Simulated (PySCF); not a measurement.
Below is a simulated gas-phase C 1s photoelectron spectrum of `C/C=N\[SiH2]O`.

Every computed line was given a Gaussian of 0.5 eV full width at half maximum and an area set by the number of equivalent atoms; the highest printed point is 100. The calculation used delta-SCF UKS SCAN, pcX-2 on the ionised atom, pcseg-1 elsewhere, spin-free X2C in PySCF.

binding energy (eV), intensity and a bar:
```
    290.5          0 
    290.6          2 
    290.7          6 ##
    290.8         17 #####
    290.9         37 ###########
    291.0         64 ###################
    291.1         90 ###########################
    291.2        100 ##############################
    291.3         89 ###########################
    291.4         64 ###################
    291.5         37 ###########
    291.6         18 #####
    291.7          9 ###
    291.8         11 ###
    291.9         24 #######
    292.0         47 ##############
    292.1         75 ######################
    292.2         96 #############################
    292.3         98 #############################
    292.4         81 ########################
    292.5         53 ################
    292.6         28 ########
    292.7         12 ###
    292.8          4 #
    292.9          1 
    293.0          0
```

Problem. Count the maxima, the lines and the sites behind this envelope.

Solution. The curve has 2 maxima (at 291.2 and 292.3 eV). Under it lie 2 lines from 2 inequivalent carbon sites.

Problem. Decompose the envelope and assign each component. Numbering: `[CH3:1]/[CH:2]=[N:3]\[SiH2:4][OH:5]`.

Solution. 
```
position (eV)  relative area  line  atoms    environment
       291.20              1  C 1s     C1  methyl carbon
       292.26              1  C 1s     C2     C=N carbon
```

Problem. What are the centre and the root-mean-square width of the whole band?

Solution. The area-weighted mean of the lines is 291.73 eV. Their own spread about it is 0.53 eV (rms) and each Gaussian has σ = 0.5/2.355 = 0.21 eV; the variances add, which gives 0.57 eV.

Problem. Above which line width would these two lines show one maximum?

Solution. Two equal Gaussians merge once their distance is under 2σ = FWHM/1.177. With 1.06 eV between them that is a full width over 1.25 eV.

Lowest listed C 1s: C1, bonded to C and 3 H. Highest, 1.06 eV above it: C2, bonded to N (double bond), C and H. Summing the Pauling electronegativity differences to the bonded atoms, each weighted by its formal bond order, gives -1.05 for the lowest site and +0.63 for the highest.

Shake-up satellites, vibrational structure and lifetime widths aren't simulated. The unrestricted hole states depart most from a pure doublet (⟨S²⟩ = 0.75; over 0.85 named) for C 1s of C2 (0.86), which makes this value less certain. One conformer (not necessarily the lowest) at the PBE0-D3(BJ)/def2-SVP geometry, without solvent, vibrations or thermal averaging.

Conformer computed: `[CH3:1]/[CH:2]=[N:3]\[SiH2:4][OH:5]`: C2–N3–Si4–O5 -137°, H–O5–Si4–N3 -40°.
